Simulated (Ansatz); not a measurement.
V(NH)F3 (VNF3H), relaxed as a singlet with RKS PBE-D4/def2-SVP in Ansatz, starting from the GFN2-xTB geometry. Force threshold 0.02 eV/Å.

The restricted singlet is unstable towards broken spin symmetry in Hartree–Fock (as tested in another run); at PBE-D4/def2-SVP this wasn't settled.

Start:

```tsv
atom	x (Å)	y (Å)	z (Å)
V1	-0.470	-0.127	-0.002
N2	1.068	0.295	0.005
H3	2.053	0.555	0.006
F4	-0.726	-0.801	-1.473
F5	-1.298	1.268	0.229
F6	-0.627	-1.189	1.236
```

| step | energy (eV) | largest force component (eV/Å) | SCF passes |
| --- | --- | --- | --- |
| 1 | -35323.3704 | 3.597 | 29 |
| 2 | -35323.8104 | 1.433 | 33 |
| 3 | -35323.9056 | 0.168 | 32 |
| 4 | -35323.9063 | 0.181 | 31 |
| 5 | -35323.9065 | 0.020 | 25 |
| 6 | -35323.9065 | 0.001 | 19 |

Force components are those of the run's own axes.

End:

```xyz
6

V    -0.422   -0.115   -0.001
N     1.133    0.309    0.004
H     2.125    0.579    0.006
F    -0.782   -0.839   -1.528
F    -1.373    1.308    0.237
F    -0.681   -1.242    1.282
```

By distances, no bond broke or formed. The bond that changes most is V1–F4, from 1.64 to 1.73 Å (atoms count from 1).

No frequencies were taken in this run, so the end may be a saddle point.

Run time 3.6 s (4 threads of Intel Xeon 6975P-C on a shared host).
